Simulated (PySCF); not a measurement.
A structure optimised at B3LYP-D3(BJ)/def2-TZVP, used in a PySCF frequency run:

```
Te
F 1 1.9178
Cl 1 2.3355 2 97.28
```
Charge 0, spin multiplicity 1.

Q: Write its SMILES, formula and point group.

A: F[Te]Cl, ClFTe, Cs

Q: What are its rotational constants (standard atomic weights)?

A: 9.0323, 3.0346, 2.2714 GHz
